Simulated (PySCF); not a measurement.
# Bond curve of CdN⁺

Set-up: basis Cd cc-pVDZ-PP with ECP28, N cc-pVDZ; scalar-relativistic core potentials; PySCF 2.14. Energies in eV from Cd⁺ + N in their ground configurations at the same level. All curves are PBE0. state 1: Ms = 1 determinant of mixed spin (⟨S²⟩ near 2.3), unpaired electrons π ↑↑; state 2: Ms = 0 determinant of mixed spin (⟨S²⟩ near 1.0), unpaired electrons π ↑↓, a mixture of terms (⟨Lz²⟩ = 2.0), a second solution, started from another occupation; state 3: ⁵Σ⁻ (quintet), unpaired electrons σ ↑↑, π ↑↑, a second solution, started from another occupation.

```csv
R (Å),state 1,state 2,state 3
1.885,-0.3719,0.2823,1.5831
1.973,-0.6327,0.0525,1.1133
2.061,-0.7593,-0.0339,0.7723
2.126,-0.7975,-0.0345,0.5781
2.192,-0.8044,0.0035,0.4234
2.258,-0.7904,0.0691,0.3002
2.345,-0.7522,0.1862,0.1744
2.455,-0.6878,0.3626,0.0633
2.587,-0.6023,0.5957,-0.0216
2.762,-0.4916,0.9119,-0.0814
```

Task: Put a parabola through the three lowest points of the state 1 curve and estimate Re, k and ωe (reduced mass 12.47 u; 1 eV/Å² = 0.16022 mdyn/Å; ωe = 1302.8·√(k/μ) cm⁻¹).

Result: Through R = 2.126, 2.192, 2.258 Å the second-order coefficient is 2.40 eV/Å², so Re ≈ 2.181 Å, k ≈ 0.769 mdyn/Å and ωe ≈ 323 cm⁻¹. A polynomial fit of higher order to the unrounded PBE0 energies gives Re = 2.177 Å, k = 0.839 mdyn/Å, ωe = 338 cm⁻¹; anharmonicity and rounding make the difference.

The higher-order fit for each curve: state 1: Re = 2.177 Å, ωe = 338 cm⁻¹, De = 0.80 eV; state 2: Re = 2.093 Å, ωe = 476 cm⁻¹, minimum 0.040 eV below the ground-state fragments; state 3: Re = 3.070 Å, ωe = 90.4 cm⁻¹, minimum 0.109 eV below the ground-state fragments.

⟨S²⟩ of the unrestricted solution departs from its pure value on part of the curve, where spin states mix. Spin–orbit coupling is left out. For an ion De counts to the pair picked by the measured ionisation energies or electron affinities, which need not be the lowest pair at this level. The state is the lowest determinant that a PBE0 search found; another state may lie lower at other levels.
